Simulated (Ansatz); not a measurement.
## Ansatz (development build ahead of 0.2.0) run

```yaml
crystal:
  periodic: [false, false, false]
  atoms:
    - { symbol: "N", position_ang: [0.0, 0.55, 2.8] }
    - { symbol: "N", position_ang: [0.0, -0.55, 2.8] }
    - { symbol: Li, position_ang: [1.34, 0.0, 0.0] }
    - { symbol: Li, position_ang: [-1.34, 0.0, 0.0] }
basis:
  gaussian: { orbitals: def2-SVP }
hamiltonian:
  xc: hf
```

The input is written out in the form of the current development build from the run's settings.

Results

```yaml
Converged: yes
Total_energy: -123.68413 hartree
Spin_squared_of_the_determinant: 0.000
```
